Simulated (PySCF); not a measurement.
sodium chloride (ClNa), singlet, at a GFN2-xTB geometry (such geometries of metal compounds can be far from the true shape). Base run: BLYP/6-31G* (PySCF).

Geometry (Å):
```xyz
2

Na     0.0000     0.0000    -1.3633
Cl     0.0000     0.0000     0.8821
```
Charge 0, spin multiplicity 1.
All else is at PySCF's defaults.
Base energy -622.51941 Eh.

The base run was repeated with changes; each row names its change, and settings that it needs were set with it.

| change | ΔE vs base (mEh) | grid points | electrons on the grid |
|---|---|---|---|
| base | 0.000 | 36984 | 28.00000 |
| grids.level = 7 | 0.003 | 166344 | 28.00000 |
| grids.radi_method = gauss_chebyshev | 0.001 | 35552 | 28.00000 |
| grids.level = 2 | 0.007 | 23064 | 28.00000 |
| grids.radi_method = mura_knowles | 0.001 | 34008 | 28.00000 |
| grids.prune = off | 0.000 | 69440 | 28.00000 |
| grids.prune = dft.gen_grid.treutler_prune | 0.000 | 36848 | 28.00000 |
| grids.level = 0 | -39.345 | 3248 | 28.00667 |
| grids.atom_grid = (50, 194) | 0.044 | 12432 | 27.99999 |
| grids.atom_grid = (99, 590) | 0.003 | 58200 | 28.00000 |
| grids.atom_grid = (75, 302) | 0.008 | 26728 | 28.00000 |
